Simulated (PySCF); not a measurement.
## Highest orbital energy against ionisation energy along the alkaline earths

Calculated with PySCF 2.14, no spin-orbit coupling. Each cell gives −ε(HOMO) / ΔSCF in eV; NIST values include spin-orbit coupling, (s) semi-empirical, (t) theoretical.

| species | UHF | LDA | PBE | PBE0 | r2SCAN | NIST (lowest levels) |
| --- | --- | --- | --- | --- | --- | --- |
| Be+ (aug-cc-pVQZ-DK, spin-free X2C) | 18.132 / 18.129 | 14.297 / 18.251 | 14.461 / 18.492 | 15.475 / 18.455 | 14.590 / 18.184 | 18.211 |
| Mg+ (aug-cc-pVQZ-DK, spin-free X2C) | 14.760 / 14.746 | 12.007 / 15.378 | 11.920 / 15.366 | 12.728 / 15.259 | 12.074 / 15.042 | 15.035 |
| Ca+ (aug-cc-pVQZ-X2C, spin-free X2C) | 11.380 / 11.358 | 9.517 / 12.165 | 9.354 / 12.040 | 9.962 / 11.925 | 9.444 / 11.711 | 11.872 |
| Sr+ (aug-cc-pVQZ-X2C, spin-free X2C) | 10.475 / 10.448 | 8.893 / 11.356 | 8.696 / 11.186 | 9.245 / 11.061 | 8.769 / 10.864 | 11.030 |
| Ba+ (aug-cc-pVQZ-X2C, spin-free X2C) | 9.401 / 9.370 | 8.089 / 10.311 | 7.883 / 10.128 | 8.369 / 10.002 | 7.933 / 9.804 | 10.004 |

Question: How far is −ε(HOMO) from ΔSCF on average for each method, and why?

Answer: UHF 0.02 eV; LDA -2.93 eV; PBE -2.98 eV; PBE0 -2.18 eV; r2SCAN -2.56 eV. Hartree-Fock orbital energies lack relaxation and so exceed the ΔSCF value; semilocal functionals have convex E(N) from self-interaction, so their HOMO lies far too high; exact exchange moves hybrids part of the way back.
